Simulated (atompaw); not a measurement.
## W (Z = 74): PAW (atompaw) pseudisation with PBE, scalar-relativistic reference atom.

```json
{
  "Element": "W (Z = 74)",
  "Generator": "atompaw 4.2.0.5",
  "Type": "PAW",
  "Functional": "PBE",
  "Relativity": "scalar-relativistic",
  "Frozen core": "[Xe] 4f14",
  "Valence charge": "6",
  "Reference configuration": "5d3 6s0 6p0 (charge +3)",
  "Partial waves": "6s (bound, empty): rc 2.65 bohr; 6s channel at -0.85 Ry: rc 2.65 bohr; 6p (bound, empty): rc 2.65 bohr; 6p channel at -0.85 Ry: rc 2.65 bohr; 5d (bound): rc 2.65 bohr; 5d channel at 0.3 Ry: rc 2.20 bohr",
  "Local potential": "bessel scheme, radius 2.05 bohr",
  "Core correction": "smooth core density matched at 2.65 bohr",
  "Augmentation charge": "gaussian compensation charge, radius 2.25 bohr; PAW radius 2.65 bohr; waves and projectors: custom polynom gramschmidtortho"
}
```

All-electron outer shells of the reference configuration (PBE, scalar-relativistic, ld1.x):

```json
{"shell": "4f", "level (eV)": "-62.26", "outermost node (bohr)": "–", "outermost maximum (bohr)": "0.43"}
{"shell": "5d", "level (eV)": "-31.11", "outermost node (bohr)": "0.63", "outermost maximum (bohr)": "1.43"}
{"shell": "6s", "level (eV)": "-28.33", "outermost node (bohr)": "1.26", "outermost maximum (bohr)": "2.36"}
{"shell": "6p", "level (eV)": "-20.82", "outermost node (bohr)": "1.48", "outermost maximum (bohr)": "2.88"}
```

Results:

```json
{"Cutoffs needed": "12 Ry and 25 Ry (the cutoffs (Ry, on a coarse ladder) from which the occupation-weighted sum of valence levels, in a spherical-Bessel basis at the reference potential, stays within 10 and 1 mRy of its value at 400 Ry)", "Ghost test": "ghost states, extra bound levels that the all-electron valence spectrum of the same l lacks: s at -59.1 eV, p at -54.5 eV; a true bound ghost makes a file unfit for plane-wave use (spherical-Bessel basis up to 400 Ry, 20 bohr box)", "Lowest eigenvalue of the overlap operator": "0.09 (s channel)", "Overlap eigenvalues printed by atompaw (projector basis)": "0.0222, 0.953, 1.22, 2.57, 6.31, 8.24", "Share of each valence orbital outside the PAW sphere": "6s 45 %, 6p 69 %, 5d 10 %"}
```

Generation and tests took about 23 s on one core of a shared server CPU.
